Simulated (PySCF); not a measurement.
Ranking problems on computed properties.

Species are written as SMILES; each is one conformer at its optimised geometry, gas phase, non-relativistic unless stated. Electronic properties by PySCF.

The conformers computed, where there is a choice (atom-mapped SMILES and torsion angles):
- `[CH3:1]/[CH:2]=[C:3](\[CH3:4])[CH2:5][OH:6]`: C2–C3–C5–O6 120°, H–O6–C5–C3 -57°
- `[CH2:1]=[CH:2][CH2:3][C:4]#[C:5][C:6](=[O:7])[OH:8]`: C1–C2–C3–C4 119°, H–O8–C6–C5 180°
- `[CH3:1][C:2](=[O:3])[n:4]1[c:5]([F:6])[cH:7][n:8][c:9]1[Cl:10]`: C1–C2–N4–C5 0°
- `[O:1]=[C:2]1[CH2:3][CH:4]=[C:5]([C:6]([F:7])([F:8])[F:9])[O:10]1`: C4–C5–C6–F7 0°
- `[O:1]=[c:2]1[c:3]([Cl:4])[c:5]1[CH2:6][OH:7]`: C3–C5–C6–O7 -8°, H–O7–C6–C5 52°
- `[CH:1]#[C:2][C:3](=[CH2:4])[O:5][C:6]([CH3:7])=[O:8]`: C2–C3–O5–C6 144°, C3–O5–C6–C7 180°

Question: Rank by lowest singlet excitation, highest first (TDDFT PBE0/def2-SVPD at GFN2-xTB geometries).
A. `C=CCC#CC(=O)O`
B. `O=C1CC=C(C(F)(F)F)O1`
C. `C#C[SiH2][PH3+]`
D. `OC/C(=C/C)C`
E. `CC(n1c(Cl)ncc1F)=O`
F. `O=c1c(Cl)c1CO`

Answer: D (6.46 eV), B (5.53 eV), C (5.33 eV), A (4.81 eV), F (4.65 eV), E (4.49 eV).

Question: Rank by lowest triplet excitation (Tamm–Dancoff), lowest first (TDA PBE0/def2-SVPD at GFN2-xTB geometries).
A. `C=CCC#CC(=O)O`
B. `CC(=O)n1c(F)cnc1Cl`
C. `O=C1CC=C(C(F)(F)F)O1`
D. `[PH3+][SiH2]C#C`

Answer: B (3.43 eV), C (3.87 eV), A (4.38 eV), D (4.56 eV).

Q: By how much do the two ends of that ranking differ?

A: By 1.13 eV, between `C#C[SiH2][PH3+]` and `CC(=O)n1c(F)cnc1Cl`.

Question: Rank by electronic spatial extent ⟨r²⟩ about the centre of nuclear charge, lowest first (PBE0/def2-SVPD at GFN2-xTB geometries).
A. `C(/C(=C/C)C)O`
B. `C#C[SiH2][PH3+]`
C. `C#CC(=C)OC(C)=O`
D. `O=C1C(Cl)=C1CO`
E. `O=C1CC=C(C(F)(F)F)O1`
F. `CC(=O)n1c(F)cnc1Cl`
G. `Cc1cccc(=O)o1`

Answer: B (636 bohr²), A (742 bohr²), G (883 bohr²), D (1021 bohr²), C (1075 bohr²), E (1406 bohr²), F (1515 bohr²).

Question: Rank by HOMO–LUMO gap, highest first (PBE0/def2-SVPD at GFN2-xTB geometries).
A. `Cc1cccc(=O)o1`
B. `O=c1c(Cl)c1CO`
C. `CC(=O)N1C(F)=CN=C1Cl`
D. `C1=C(C(F)(F)F)OC(=O)C1`
E. `C#C[SiH2][PH3+]`
F. `C/C=C(\C)CO`

Answer: F (7.35 eV), E (6.96 eV), D (6.69 eV), B (6.20 eV), C (5.39 eV), A (5.14 eV).

Q: Give the two extremes of that set in kcal/mol.

A: `Cc1cccc(=O)o1`: 118 kcal/mol; `C/C=C(\C)CO`: 169 kcal/mol.

Question: Rank by HOMO energy, lowest first (PBE0/def2-SVPD at GFN2-xTB geometries).
A. `O=C1CC=C(C(F)(F)F)O1`
B. `Cc1cccc(o1)=O`
C. `n1(c(F)cnc1Cl)C(C)=O`
D. `C#C[SiH2][PH3+]`
E. `C#CC(=C)OC(C)=O`

Answer: D (-12.89 eV), A (-8.11 eV), E (-7.26 eV), C (-7.09 eV), B (-6.87 eV).

Question: Rank by static isotropic polarisability, highest first (PBE0/def2-SVPD at GFN2-xTB geometries).
A. `C/C=C(\C)CO`
B. `CC(=O)n1c(F)cnc1Cl`
C. `O=C1CC=C(C(F)(F)F)O1`
D. `c1c(=O)oc(C)cc1`
E. `C=CCC#CC(=O)O`

Answer: B (86.7 au), E (81.6 au), D (77.5 au), A (68.1 au), C (64.2 au).

Q: Give the two extremes of that set as polarisability volumes in Å³.

A: `O=C1CC=C(C(F)(F)F)O1`: 9.52 Å³; `CC(=O)n1c(F)cnc1Cl`: 12.85 Å³.
